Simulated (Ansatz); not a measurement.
A structure relaxed at PBE-D4/def2-SVP in Ansatz, charge 0, singlet:

```xyz
5

Bi   -0.579    1.858   -1.254
Bi    1.777    0.552    0.117
Sn    0.434   -1.904    1.245
Sn   -0.465   -1.087   -1.452
Sn   -1.168    0.581    1.344
```

**Question.** Give its formula and point group.

**Answer.** the cluster Sn3Bi2. Point group Cs (tolerance 0.1 Å).

**Question.** Summarise the bond lengths by kind (pairs closer than 1.2 times the sum of covalent radii, bridged metal pairs left out).

**Answer.** 5 × Bi–Sn 2.95 to 3.19 Å; 3 × Sn–Sn 2.96 to 3.33 Å; 1 × Bi–Bi 3.02 Å.

In the def2 sets Bi, Sn take a core potential; there is no spin–orbit coupling. Another isomer (singlet) lies 0.21 eV lower at PBE0-D4/def2-TZVP; other spin states weren't run for this one.
